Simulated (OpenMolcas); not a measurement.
Yb3+ in cubic eightfold coordination: ligands and hosts compared

```
Program             : OpenMolcas
Method              : SS-CASPT2, IPEA 0.25 Eh, imaginary shift 0.1 Eh
Active space        : 13 electrons in 7 orbitals (4f)
Spin-orbit coupling : RASSI with atomic mean-field integrals over the reference wave functions
```

Distances were set from a Shannon-type radius of the metal (high-spin where two are listed) plus a fixed donor radius (Cl 1.76, F 1.31 Å), in hosts weighted 0.65 to 0.35 with the host's distance in the model lattice. Anionic complexes are neutralised by point charges, and hosts are embedded clusters. Ligand basis ANO-RCC-VDZP. States (labels of O, the rotations of Oh). Energies in cm-1 above the lowest state or level, χT in cm3 K/mol.

| Ligand or host | R (Å) | Metal basis | Outer charge (e at Å behind ligand) | Ground state | First state of that spin | First gap with spin-orbit (degeneracies) | Width of lowest J | χT at 300 K |
| --- | --- | --- | --- | --- | --- | --- | --- | --- |
| Cl | 2.75 | ANO-RCC-VDZP | 0.62 at 2.4 | 2A2 | 2T1 440 | 250 (2, 2) | 262 | 2.454 |
| SrF2 | 2.37 | ANO-RCC-VDZP |  | 2A2 | 2T2 690 | 420 (2, 4) | 432 | 2.285 |
| F | 2.29 | ANO-RCC-VDZP | 0.62 at 2.6 | 2A2 | 2T2 730 | 450 (2, 4) | 471 | 2.248 |
| CaF2 | 2.32 | ANO-RCC-VDZP |  | 2A2 | 2T2 880 | 530 (2, 4) | 533 | 2.156 |

The rows also differ in their outer charges, so part of each step comes from that.

The width of the lowest J multiplet rises in the order Cl < SrF2 < F < CaF2, by a factor of 2.03 from first to last.

Roots that are degenerate in the reference are averaged as groups; the widest CASPT2 spread within a group is 31 cm-1 (the 3-fold group of multiplicity 2 near 876 cm-1 above the lowest state of its run, CaF2). Shifts and gaps below about the spread of the groups concerned are not significant. Over all roots computed the reference weight is 0.60 in Cl, 0.67 in SrF2, 0.64 in F, 0.67 in CaF2; a low but even weight reflects the number of correlated electrons. Splittings of an f shell from a small cluster at a set distance can be off by tens of per cent, mostly too small. No measured value stands beside these numbers; the geometry is a model, was not optimised and need not be the one that this ion takes.
